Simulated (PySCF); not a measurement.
All of these have the formula C6H8F2. Level of theory: PySCF 2.14.0, density-fitted response routines, TDDFT PBE0/def2-SVPD, vertical, gas phase, core orbitals frozen in the response. Geometries: GFN2-xTB; one conformer of each isolated species. Triplets are in the Tamm–Dancoff approximation.

A. `C=C/C=C(\C)C(F)F`
B. `C=C1CC[C@@]1(F)CF`
C. `FC1(F)C[C@H]2C[C@@H]1C2`

Lowest singlet levels (six at most, fewer where fewer were computed) with oscillator strengths:

1. 187 nm (f 0.144); 183 nm (f 0.101); 172 nm (f 0.054); 167 nm (f 0.023); 160 nm (f 0.001); 157 nm (f 0.025); T1 4.12 eV
2. 147 nm (f 0.000); 141 nm (f 0.046); 139 nm (f 0.009); 138 nm (f 0.019); 138 nm (f 0.000); 136 nm (f 0.023); T1 8.27 eV
3. 222 nm (f 0.767); 188 nm (f 0.006); 182 nm (f 0.001); 177 nm (f 0.011); 175 nm (f 0.000); 172 nm (f 0.014); T1 3.07 eV

**Question.** Which spectrum belongs to which structure?

**Answer.** 1 = B, 2 = C, 3 = A.
- A: S1 at 5.59 eV, HOMO→LUMO (97%); Löwdin shares by element: HOMO carbon 81% or more (atoms not listed hold the other 19%); LUMO carbon 77% or more (atoms not listed hold the other 23%); HOMO -6.96 and LUMO -1.23 eV.
- B: S1 at 6.63 eV, HOMO→LUMO (56%), HOMO-1→LUMO (40%); Löwdin shares by element: HOMO carbon 76% or more (atoms not listed hold the other 24%); LUMO carbon 68% or more (atoms not listed hold the other 32%); HOMO -7.72 and LUMO -0.52 eV.
- C: S1 at 8.41 eV, HOMO→LUMO (98%); Löwdin shares by element: HOMO carbon 32% or more, fluorine 27% (atoms not listed hold the other 40%); LUMO carbon 32% or more, hydrogen 10% or more (atoms not listed hold the other 58%); HOMO -8.74 and LUMO 0.73 eV; point group Cs, 2 of its 6 listed states under f = 0.0005.

Without π bonds the low states may be Rydberg-like; a valence basis with one diffuse set may place them up to an eV too high.
